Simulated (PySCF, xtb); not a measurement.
CH₂BF₃O, SMILES FC(F)(F)BO.

GFN2-xTB in xtb at its own geometry gives an orbital gap of 5.13 eV and a dipole moment of 3.02 D.

Geometry optimised at PBE0-D3(BJ)/def2-SVP. The structure was generated by enumeration, and PubChem lists no compound with its InChIKey, so it may never have been made. Other conformers were not sampled.

### Question
What does ωB97X/def2-TZVP run with PySCF give? (The exact figures need the calculation; the answer reports its results.)

### Answer
gap 13.24 eV (levels -12.05 and 1.18 eV), dipole 1.24 D.
